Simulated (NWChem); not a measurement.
Molecule: BeHOCl; SMILES [OH][Be][Cl]

```xyz
4

Be     0.0455     0.6333     0.0000
Cl    -0.0808    -1.1798     0.0000
O      0.2029     2.0338     0.0000
H     -0.4320     2.7421     0.0000
```
Atoms are numbered in this order, from 1.

Program: NWChem. Geometry optimised at PBE0-D3(BJ)/def2-TZVP; all other runs use it. Pople sets run with spherical d functions. Vzz has the sign of the potential's second derivative.

```
quantity                                                                                level   value
----------------------------------------  ---------------------------------------------------  ------
isotropic polarisability (bohr³), static  LC-BLYP (range parameter 0.33 per bohr)/aug-cc-pVDZ    31.9
Vzz Be1 (a.u.)                                                         Hartree-Fock/def2-TZVP  -0.189
−ε(HOMO) (eV)                                                             LRC-wPBEh/def2-TZVP   11.04
dipole (D)                                                                       TPSSh/6-31G*    2.38
highest harmonic frequency (cm⁻¹)                                       PBE0-D3(BJ)/def2-TZVP    4026
```
